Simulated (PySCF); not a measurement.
Molfile (atoms numbered from 1):
```
C7H11F
     RDKit          3D

 19 20  0  0  0  0  0  0  0  0999 V2000
   -0.0138    0.9299   -2.3341 F   0  0  0  0  0  0  0  0  0  0  0  0
   -0.0104    0.4483   -1.0447 C   0  0  2  0  0  0  0  0  0  0  0  0
   -1.3321    0.6985   -0.3142 C   0  0  0  0  0  0  0  0  0  0  0  0
   -1.2556   -0.3120    0.8466 C   0  0  0  0  0  0  0  0  0  0  0  0
    0.0954   -1.0071    0.6219 C   0  0  2  0  0  0  0  0  0  0  0  0
    1.2175   -0.0116    0.9521 C   0  0  0  0  0  0  0  0  0  0  0  0
    1.1471    0.9997   -0.2082 C   0  0  0  0  0  0  0  0  0  0  0  0
    0.1672   -1.0637   -0.9032 C   0  0  0  0  0  0  0  0  0  0  0  0
   -2.1674    0.4907   -0.9829 H   0  0  0  0  0  0  0  0  0  0  0  0
   -1.4167    1.7299    0.0244 H   0  0  0  0  0  0  0  0  0  0  0  0
   -2.0707   -1.0334    0.7937 H   0  0  0  0  0  0  0  0  0  0  0  0
   -1.3015    0.1745    1.8199 H   0  0  0  0  0  0  0  0  0  0  0  0
    0.1885   -1.9573    1.1453 H   0  0  0  0  0  0  0  0  0  0  0  0
    1.0638    0.4617    1.9209 H   0  0  0  0  0  0  0  0  0  0  0  0
    2.1830   -0.5166    0.9751 H   0  0  0  0  0  0  0  0  0  0  0  0
    2.0608    1.0050   -0.8025 H   0  0  0  0  0  0  0  0  0  0  0  0
    0.9538    2.0178    0.1262 H   0  0  0  0  0  0  0  0  0  0  0  0
    1.1234   -1.4153   -1.2846 H   0  0  0  0  0  0  0  0  0  0  0  0
   -0.6423   -1.6296   -1.3592 H   0  0  0  0  0  0  0  0  0  0  0  0
  2  1  1  6
  2  3  1  0
  3  4  1  0
  4  5  1  0
  5  6  1  0
  6  7  1  0
  5  8  1  0
  7  2  1  0
  8  2  1  0
  3  9  1  0
  3 10  1  0
  4 11  1  0
  4 12  1  0
  5 13  1  1
  6 14  1  0
  6 15  1  0
  7 16  1  0
  7 17  1  0
  8 18  1  0
  8 19  1  0
M  END
```

No solvent model, a single conformation, no relativistic terms, rapidly exchanging positions averaged. GIAO PBE0/pcSseg-1 shieldings; coordinates at the GFN2-xTB level; PySCF 2.14.

Scale: ¹³C and ¹H against TMS; ¹⁹F against CFCl3 (reference shieldings calculated alike).

| atoms | nucleus | count | δ (ppm) |
| --- | --- | --- | --- |
| H12/H14 | ¹H | 2 | ? |
| H10/H17 | ¹H | 2 | ? |
| H13 | ¹H | 1 | 1.86 |
| C2 | ¹³C | 1 | ? |
| F1 | ¹⁹F | 1 | -211.6 |
| H9/H16 | ¹H | 2 | 1.97 |
| H18/H19 | ¹H | 2 | 1.45 |
| H11/H15 | ¹H | 2 | 1.90 |
| C4/C6 | ¹³C | 2 | ? |
| C5 | ¹³C | 1 | 35.9 |
| C3/C7 | ¹³C | 2 | 35.5 |
| C8 | ¹³C | 1 | 43.0 |

Estimate the values marked ?.

## Answers


- C2: 106.0 ppm, fully substituted sp3 carbon bonded to F; the inductive effect lowers its shielding
- C4/C6: 32.2 ppm, sp3 CH2 in a ring; a saturated carbon with 2 carbon neighbours and no heteroatom attached
- H10/H17: 1.61 ppm, hydrogen on an sp3 CH2 in a ring
- H12/H14: 1.41 ppm, hydrogen on an sp3 CH2 in a ring; far from electronegative atoms and π systems

Shifts are as computed. Against solution values, carbons near 30 ppm lie about +3 ppm off and those near 130 ppm about +5 ppm. Of 1211 compounds with measured shifts, 218 miss one by over three times the rms of a fit or turn the order of signals round; such compounds aren't used in these exercises. Unscaled 19F shifts against computed CFCl3 carry errors that often reach 10 to 50 ppm.
